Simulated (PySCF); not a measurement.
Geometries of 4 isomers of C4H7B, from PySCF, PBE0-D3(BJ)/def2-SVP geometry optimisation, gas phase. One conformer each, no zero-point energy, no frequencies.

Task: Which isomer lies lowest at this level?
A.
```xyz
12
angstrom
B      1.656   -0.282    0.532
C      0.188   -0.475    0.074
C     -1.029   -0.174    0.920
C     -1.617    0.574   -0.026
C     -0.508    0.381   -1.032
H      1.983   -0.539    1.670
H      2.513    0.028   -0.266
H      0.250   -1.556   -0.217
H     -1.300   -0.456    1.941
H     -2.553    1.137   -0.066
H     -0.781   -0.168   -1.949
H      0.040    1.292   -1.325
```
B.
```xyz
12
angstrom
B     -1.002    1.120    0.690
C     -0.836   -0.239    0.001
C      0.258   -1.211    0.488
C      0.538   -0.289   -0.586
C      1.362    0.222   -1.486
H     -1.903    1.869    0.390
H     -0.177    1.474    1.501
H     -1.632   -0.664   -0.621
H      0.116   -2.266    0.230
H      0.691   -1.035    1.479
H      1.045    1.022   -2.159
H      2.384   -0.155   -1.586
```
C.
```xyz
12
angstrom
B      2.507   -0.063   -0.372
C      1.030   -0.067   -0.780
C      0.041    0.008    0.150
C     -1.379    0.012   -0.134
C     -2.320    0.091    0.820
H      3.398   -0.128   -1.188
H      2.790    0.007    0.805
H      0.721   -0.131   -1.832
H      0.324    0.072    1.209
H     -1.675   -0.054   -1.187
H     -3.386    0.093    0.577
H     -2.049    0.158    1.878
```
D.
```xyz
12
angstrom
C      2.148   -0.152   -0.267
B      0.858    0.308   -1.025
C     -0.536    0.186   -0.451
C     -1.667    0.078    0.003
C     -3.005   -0.058    0.543
H      2.779   -0.775   -0.923
H      2.757    0.750   -0.065
H      1.973   -0.674    0.683
H      0.974    0.804   -2.128
H     -3.299   -1.119    0.565
H     -3.749    0.489   -0.058
H     -3.052    0.316    1.578
```

Result: D. That is `CBC#CC`, 4.4 kcal/mol below the next.

| SMILES | atoms numbered as above | E (Eh) | relative (kcal/mol) | relative (kJ/mol) | dipole (D) |
| --- | --- | --- | --- | --- | --- |
| CBC#CC | [CH3:1][BH:2][C:3]#[C:4][CH3:5] | -181.07550 | 0.0 | 0.0 | 1.62 |
| B/C=C/C=C | [BH2:1]/[CH:2]=[CH:3]/[CH:4]=[CH2:5] | -181.06844 | 4.4 | 18.5 | 2.36 |
| B[C@H]1C=CC1 | [BH2:1][C@H:2]1[CH:3]=[CH:4][CH2:5]1 | -181.04456 | 19.4 | 81.2 | 0.62 |
| B[C@@H]1CC1=C | [BH2:1][C@@H:2]1[CH2:3][C:4]1=[CH2:5] | -181.04451 | 19.4 | 81.4 | 1.16 |

As drawn, the lowest has a C≡C bond, which the highest lacks; the highest has a three-membered ring and a C=C bond outside aromatic rings, which the lowest lacks.
